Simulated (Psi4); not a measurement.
HCl2OTi, doublet, at a GFN2-xTB geometry (such geometries of metal compounds can be far from the true shape) (the multiplicity is a formal guess); Psi4 with R2SCAN/cc-pVDZ.

Input for Psi4:
```
memory 2 GB

molecule {
0 2
Ti    0.31969214   -0.13895129    0.19185258
Cl   -1.54257096   -1.12716646    0.02465662
Cl    0.20257601    1.70958311   -0.82880992
O     1.66417554   -0.72331881    0.99869947
H     2.43328269   -1.05760426    1.46025349
}

set {
  basis cc-pvdz
  reference uks
}

energy('r2scan')
print_variables()
```

### Question
What does Psi4 print? Leave out banner, timings and long lists.

### Answer

```
   => Loading Basis Set <=

    Name: CC-PVDZ
    Role: ORBITAL
    Keyword: BASIS

         ---------------------------------------------------------
                                   SCF
               by Justin Turney, Rob Parrish, Andy Simmonett
                          and Daniel G. A. Smith
                              UKS Reference
         ---------------------------------------------------------

  ==> Geometry <==

    Molecular point group: c2v
    Full point group: C2v

    Geometry (in Angstrom), charge = 0, multiplicity = 2:

       Center              X                  Y                   Z               Mass
    ------------   -----------------  -----------------  -----------------  -----------------
         TI           0.000000000000     0.000000000000     0.420579451995    47.947941980000
         CL          -0.000000000000     1.719090690212    -0.811197621449    34.968852682000
         CL           0.000000000000    -1.719090690212    -0.811197621449    34.968852682000
         O            0.000000000000     0.000000000000     2.093936232604    15.994914619570
         H            0.000000000000     0.000000000000     3.051174282224     1.007825032230

  Running in c2v symmetry.

  Rotational constants: A =      0.12579  B =      0.08156  C =      0.04948 [cm^-1]
  Rotational constants: A =   3771.01775  B =   2445.16541  C =   1483.34789 [MHz]
  Nuclear repulsion =  343.046839256268356

  Charge       = 0
  Multiplicity = 2
  Electrons    = 65
  Nalpha       = 33
  Nbeta        = 32

  ==> Algorithm <==

  SCF Algorithm Type is DF.
  DIIS enabled.
  MOM disabled.
  Fractional occupation disabled.
  Guess Type is SAD.
  Energy threshold   = 1.00e-06
  Density threshold  = 1.00e-06
  Integral threshold = 1.00e-12

  ==> Primary Basis <==

  Basis Set: CC-PVDZ
    Blend: CC-PVDZ
    Number of shells: 40
    Number of basis functions: 98
    Number of Cartesian functions: 107
    Spherical Harmonics?: true
    Max angular momentum: 3

  ==> DFT Potential <==

   => LibXC <=

    Version 7.1.2
    S. Lehtola, C. Steigemann, M. J. T. Oliveira, and M. A. L. Marques,  SoftwareX 7, 1–5 (2018) (10.1016/j.softx.2017.11.002)

   => Composite Functional: R2SCAN <=

    r2SCAN Meta-GGA XC Functional  (0.1021/acs.jpclett.0c02405)
    J. W. Furness, A. D. Kaplan, J. Ning, J. P. Perdew, J. Sun  J. Phys. Chem. Lett.  11, 8208–8215, 2020

    Deriv               =              1
    GGA                 =           TRUE
    Meta                =           TRUE

    Exchange Hybrid     =          FALSE
    MP2 Hybrid          =          FALSE

   => Exchange Functionals <=

    1.0000   XC_MGGA_X_R2SCAN

   => Correlation Functionals <=

    1.0000   XC_MGGA_C_R2SCAN

   => LibXC Density Thresholds  <==

    XC_MGGA_C_R2SCAN:  1.00E-15
    XC_MGGA_X_R2SCAN:  1.00E-11

   => Molecular Quadrature <=

    Radial Scheme          =       TREUTLER
    Pruning Scheme         =           NONE
    Nuclear Scheme         =       TREUTLER

    Blocking Scheme        =         OCTREE
    BS radius alpha        =              1
    Pruning alpha          =              1
    Radial Points          =             75
    Spherical Points       =            302
    Total Points           =         109430
    Total Blocks           =            903
    Max Points             =            256
    Max Functions          =             98
    Weights Tolerance      =       1.00E-15

   => Loading Basis Set <=

    Name: (CC-PVDZ AUX)
    Role: JKFIT
    Keyword: DF_BASIS_SCF

  ==> Integral Setup <==

  SCF_SUBTYPE=INCORE selected. In-core MEM_DF algorithm will be used.
  Using in-core AOs.

  ==> MemDFJK: Density-Fitted J/K Matrices <==

    J tasked:                   Yes
    K tasked:                    No
    wK tasked:                   No
    Algorithm:                 Core
    Schwarz Cutoff:           1E-12
    Mask sparsity (%):       0.0000
    Fitting Condition:        1E-10

   => Auxiliary Basis Set <=

  Basis Set: (CC-PVDZ AUX)
    Blend: CC-PVDZ-JKFIT + DEF2-UNIVERSAL-JKFIT
    Number of shells: 163
    Number of basis functions: 581
    Number of Cartesian functions: 743
    Spherical Harmonics?: true
    Max angular momentum: 6

  Minimum eigenvalue in the overlap matrix is 8.4251659713E-05.
  Reciprocal condition number of the overlap matrix is 1.9127311165E-05.
    Using symmetric orthogonalization.

  ==> Pre-Iterations <==

  SCF Guess: Superposition of Atomic Densities via on-the-fly atomic UHF (no occupation information).

   -------------------------
    Irrep   Nso     Nmo
   -------------------------
     A1        42      42
     A2        10      10
     B1        19      19
     B2        27      27
   -------------------------
    Total      98      98
   -------------------------

  ==> Iterations <==

                           Total Energy        Delta E     RMS |[F,P]|

   @DF-UKS iter SAD: -1845.29172718359996   -1.84529e+03   0.00000e+00
   @DF-UKS iter   1: -1845.37741924703437   -8.56921e-02   1.72161e-02 DIIS/ADIIS
   @DF-UKS iter   2: -1843.75849041464016    1.61893e+00   3.55863e-02 DIIS/ADIIS
   @DF-UKS iter   3: -1845.76925122045600   -2.01076e+00   3.02296e-03 DIIS/ADIIS
   @DF-UKS iter   4: -1845.77112413018995   -1.87291e-03   2.84265e-03 DIIS/ADIIS
   @DF-UKS iter   5: -1845.77835810669603   -7.23398e-03   1.55225e-03 DIIS/ADIIS
   @DF-UKS iter   6: -1845.78222076219095   -3.86266e-03   1.79642e-04 DIIS/ADIIS
   @DF-UKS iter   7: -1845.78226495838476   -4.41962e-05   3.53296e-05 DIIS
   @DF-UKS iter   8: -1845.78226728854543   -2.33016e-06   9.39785e-06 DIIS
   @DF-UKS iter   9: -1845.78226756005461   -2.71509e-07   2.24473e-06 DIIS
   @DF-UKS iter  10: -1845.78226757652828   -1.64737e-08   1.06605e-06 DIIS
   @DF-UKS iter  11: -1845.78226757853417   -2.00589e-09   2.41250e-07 DIIS
  Energy and wave function converged.

  ==> Post-Iterations <==

   Electrons on quadrature grid:
      Nalpha   =   32.9999825558 ; deviation = -1.744e-05
      Nbeta    =   31.9999822148 ; deviation = -1.779e-05
      Ntotal   =   64.9999647706 ; deviation = -3.523e-05

   @Spin Contamination Metric:   5.059118872E-03
   @S^2 Expected:                7.500000000E-01
   @S^2 Observed:                7.550591189E-01
   @S   Expected:                5.000000000E-01
   @S   Observed:                5.000000000E-01

    Orbital Energies [Eh]
    ---------------------

    Alpha Occupied:

[...]
    Alpha Virtual:

[...]
    Beta Occupied:

[...]
    Beta Virtual:

[...]
    Final Occupation by Irrep:
             A1    A2    B1    B2
    DOCC [    15,    2,    5,   10 ]
    SOCC [     1,    0,    0,    0 ]
    NA   [    16,    2,    5,   10 ]
    NB   [    15,    2,    5,   10 ]

  @DF-UKS Final Energy: -1845.78226757853417

   => Energetics <=

    Nuclear Repulsion Energy =            343.0468392562683562
    One-Electron Energy =               -3223.7992105831353911
    Two-Electron Energy =                1142.5443555279800876
    DFT Exchange-Correlation Energy =    -107.5742517796473976
    Empirical Dispersion Energy =           0.0000000000000000
    VV10 Nonlocal Energy =                  0.0000000000000000
    Total Energy =                      -1845.7822675785341744

  UHF NO Occupations:
  HONO-2 :   15 A1 1.9994282
  HONO-1 :   10 B2 1.9994267
  HONO-0 :   16 A1 1.0000000
  LUNO+0 :   11 B2 0.0005733
  LUNO+1 :   17 A1 0.0005718
  LUNO+2 :    6 B1 0.0004269
  LUNO+3 :    7 B1 0.0003762

Computation Completed

Properties will be evaluated at   0.000000,   0.000000,   0.000000 [a0]

Properties computed using the SCF density matrix

 Multipole Moments:

 ------------------------------------------------------------------------------------
     Multipole            Electronic (a.u.)      Nuclear  (a.u.)        Total (a.u.)
 ------------------------------------------------------------------------------------

 L = 1.  Multiply by 2.5417464519 to convert [e a0] to [Debye]
 Dipole X            :          0.0000000            0.0000000            0.0000000
 Dipole Y            :          0.0000000           -0.0000000           -0.0000000
 Dipole Z            :         -1.3677740            2.7867658            1.4189918
 Magnitude           :                                                    1.4189918

 ------------------------------------------------------------------------------------

  Variable Map:
  ----------------------------------------------------------------------------
[...]
  Array Variable Map:
  ----------------------------------------------------------------------------
[...]
[...]
```
